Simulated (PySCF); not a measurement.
CH5MgN, SMILES [NH2][Mg][CH3]. Atoms are numbered in the order given.

```xyz
8

Mg     0.0061    -0.0471     0.0295
C     -0.2423     1.7014    -1.0903
H     -0.9217     2.4094    -0.5906
H     -0.6618     1.4910    -2.0862
H      0.7157     2.2228    -1.2426
N      0.2338    -1.6391     1.0510
H      1.1066    -2.1385     1.2094
H     -0.4947    -2.1543     1.5412
```

The structure is a stationary point at PBE-D3(BJ)/def2-TZVP. One conformer was computed; it need not be the lowest.

Computed with TDDFT-CAM-B3LYP/def2-SVPD (PySCF).

Vertical excitations. Isolated molecule, no solvent.

Computed lowest excited states:
```
state  energy (eV)  λ (nm)      f                          main pairs
-----  -----------  ------  -----  ----------------------------------
S1            4.49     276  0.064                      HOMO→LUMO 92 %
S2            5.17     240  0.000                    HOMO→LUMO+1 87 %
S3            5.72     217  0.137  HOMO−1→LUMO 78 %, HOMO→LUMO+2 14 %
S4            6.02     206  0.009                    HOMO→LUMO+3 82 %
S5            6.03     206  0.162  HOMO→LUMO+2 76 %, HOMO−1→LUMO 13 %
S6            6.10     203  0.054                  HOMO−1→LUMO+1 89 %
S7            6.47     192  0.058                  HOMO−1→LUMO+2 87 %
S8            6.99     177  0.000                    HOMO→LUMO+4 78 %
S9            7.12     174  0.022                  HOMO−1→LUMO+3 82 %
S10           7.50     165  0.062                    HOMO→LUMO+5 87 %
T1            4.14     300      0                      HOMO→LUMO 88 %
T2            4.82     257      0                    HOMO−1→LUMO 89 %
T3            5.14     241      0                    HOMO→LUMO+1 86 %
T4            5.26     236      0  HOMO→LUMO+2 81 %, HOMO→LUMO+5 15 %
```
Triplets are in the Tamm–Dancoff approximation, which puts them higher than full response would, so one can lie above its singlet here.
